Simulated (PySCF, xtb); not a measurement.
4-methylidene-2,3-dihydropyrrole (C5H7N), SMILES C=C1C=NCC1.

GFN2-xTB run with xtb 6.7.1 at its own geometry gives an orbital gap of 3.03 eV and a dipole moment of 2.04 D.

Geometry: PBE0-D3(BJ)/def2-SVP. One conformer was computed; it need not be the lowest.

Problem. What does PBE/def2-TZVP (PySCF) give? (Estimate from the structure and the level; the computed values follow.)

Solution. gap 3.91 eV (levels -6.01 and -2.11 eV), dipole 1.94 D.
